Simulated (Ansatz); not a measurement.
Ansatz (an electronic-structure program) input (HF/6-31G* with LANL2DZ past Ar): The .json file joins the Basis Set Exchange's 6-31G* for atoms up to Ar and LANL2DZ past it.

Ansatz 0.2 input:
```yaml
crystal:
  periodic: [false, false, false]
  atoms:
    - {symbol: Ge, position_ang: [0.14540899, -0.02267791, 0.18239521]}
    - {symbol: O, position_ang: [0.87552709, 0.22343184, -1.27248240]}
    - {symbol: O, position_ang: [-1.45716305, -0.13272021, 0.54290156]}
basis:
  gaussian:
    orbitals: 6-31Gs+LANL2DZ.json
hamiltonian:
  xc: {name: HF}
total_charge: -1
magnetization: {spin_polarized: true, initial_magnetization: 1}
phonons: {temperatures: {t_min: 298.15, t_max: 298.15, t_step: 100}}
```

Output:

```
Functional definition: HF
integrals: 0.00 GiB planned
404 factors; integrals over basis functions are off by at most 2.7e-4 eV
mean field: 0.08 GiB planned
mean field evaluation 1: about -4170.0985 eV, gradient 1.8e1 eV
mean field evaluation 2: about -4170.1771 eV, gradient 1.8e1 eV
mean field evaluation 4: about -4171.7625 eV, gradient 1.9e0 eV
mean field evaluation 8: about -4171.8121 eV, gradient 3.1e-1 eV
mean field evaluation 16: about -4171.8162 eV, gradient 4.6e-5 eV
mean field evaluation 32: about -4171.7877 eV, gradient 3.4e-1 eV
mean field evaluation 64: about -4171.2858 eV, gradient 1.1e0 eV
mean field -4171.81620082 eV, -153.3114176214 hartree, gradient 8.3e-6 eV, S^2 0.783941; 0 other end points of the search recorded, 0 dependent functions left out
the calculation of the forces begins
reference -4171.81620082 eV, -153.3114176214 hartree; 11, 10 occupied and 27, 28 virtual orbitals, 404 factors
these checks for a lower state are left out or cut short: stability, starts, cluster_reference, orbital_swaps, neighbouring_geometries, increment
integrals: 0.00 GiB planned
404 factors; integrals over basis functions are off by at most 2.7e-4 eV
mean field: 0.08 GiB planned
mean field -4171.81616259 eV, -153.3114162166 hartree, gradient 3.1e-6 eV, S^2 0.784200; 0 other end points of the search recorded, 0 dependent functions left out
the calculation of the forces begins
reference -4171.81616259 eV, -153.3114162166 hartree; 11, 10 occupied and 27, 28 virtual orbitals, 404 factors
these checks for a lower state are left out or cut short: stability, starts, cluster_reference, orbital_swaps, neighbouring_geometries, increment
integrals: 0.00 GiB planned
404 factors; integrals over basis functions are off by at most 2.7e-4 eV
mean field: 0.08 GiB planned
mean field evaluation 96: about -4171.8162 eV, gradient 3.5e-6 eV
mean field -4171.81616219 eV, -153.3114162018 hartree, gradient 3.5e-6 eV, S^2 0.783705; 0 other end points of the search recorded, 0 dependent functions left out
the calculation of the forces begins
reference -4171.81616219 eV, -153.3114162018 hartree; 11, 10 occupied and 27, 28 virtual orbitals, 404 factors
these checks for a lower state are left out or cut short: stability, starts, cluster_reference, orbital_swaps, neighbouring_geometries, increment
integrals: 0.00 GiB planned
404 factors; integrals over basis functions are off by at most 2.7e-4 eV
mean field: 0.08 GiB planned
mean field -4171.81614051 eV, -153.3114154052 hartree, gradient 4.0e-6 eV, S^2 0.784241; 0 other end points of the search recorded, 0 dependent functions left out
the calculation of the forces begins
reference -4171.81614051 eV, -153.3114154052 hartree; 11, 10 occupied and 27, 28 virtual orbitals, 404 factors
these checks for a lower state are left out or cut short: stability, starts, cluster_reference, orbital_swaps, neighbouring_geometries, increment
integrals: 0.00 GiB planned
404 factors; integrals over basis functions are off by at most 2.7e-4 eV
mean field: 0.08 GiB planned
mean field -4171.81614092 eV, -153.3114154203 hartree, gradient 3.3e-6 eV, S^2 0.783659; 0 other end points of the search recorded, 0 dependent functions left out
the calculation of the forces begins
reference -4171.81614092 eV, -153.3114154203 hartree; 11, 10 occupied and 27, 28 virtual orbitals, 404 factors
these checks for a lower state are left out or cut short: stability, starts, cluster_reference, orbital_swaps, neighbouring_geometries, increment
integrals: 0.00 GiB planned
404 factors; integrals over basis functions are off by at most 2.7e-4 eV
mean field: 0.08 GiB planned
mean field -4171.81618855 eV, -153.3114171707 hartree, gradient 2.2e-6 eV, S^2 0.783957; 0 other end points of the search recorded, 0 dependent functions left out
the calculation of the forces begins
reference -4171.81618855 eV, -153.3114171707 hartree; 11, 10 occupied and 27, 28 virtual orbitals, 404 factors
these checks for a lower state are left out or cut short: stability, starts, cluster_reference, orbital_swaps, neighbouring_geometries, increment
integrals: 0.00 GiB planned
404 factors; integrals over basis functions are off by at most 2.7e-4 eV
mean field: 0.08 GiB planned
mean field evaluation 128: about -4171.8162 eV, gradient 1.8e-6 eV
mean field -4171.81618910 eV, -153.3114171910 hartree, gradient 2.3e-6 eV, S^2 0.783927; 0 other end points of the search recorded, 0 dependent functions left out
the calculation of the forces begins
reference -4171.81618910 eV, -153.3114171910 hartree; 11, 10 occupied and 27, 28 virtual orbitals, 404 factors
Total energy: -4171.81620082 eV, -153.3114176214 hartree
Atom 0 at     0.145409    -0.022678     0.182395 Å, force    -0.000454     0.000071    -0.000569 eV/Å
Atom 1 at     0.875527     0.223432    -1.272482 Å, force    -0.000150    -0.000093     0.000578 eV/Å
Atom 2 at    -1.457163    -0.132720     0.542902 Å, force     0.000604     0.000022    -0.000009 eV/Å
Dipole moment:     0.374270    -0.058371     0.469469 e Å
Vibrations: 300.43 545.57 815.18 cm⁻¹, zero-point energy 0.102980 eV
```

The blocks after the first are displaced geometries, from whose forces the wavenumbers follow.

The dipole moment of an ion depends on the origin.
